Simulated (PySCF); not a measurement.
# Electron correlation in Ne+ (neon, charge +1)

[He] 2s2 2p5, 2P determinant. Computed with PySCF 2.14 in def2-QZVPPD, with the non-relativistic Hamiltonian (point nucleus). Frozen: 1s2; 7 electrons correlated.

```json
{"level": "CCSD", "correlation energy (mhartree)": "-226.78"}
{"level": "(T)", "correlation energy (mhartree)": "-3.00"}
{"level": "CCSD(T)", "correlation energy (mhartree)": "-229.78"}
```

Diagnostics: T1 = 0.0037, D1 = 0.0061, largest double amplitude 0.024.

Is a single reference adequate?

Yes: T1 lies below 0.03 and no double amplitude reaches 0.07.
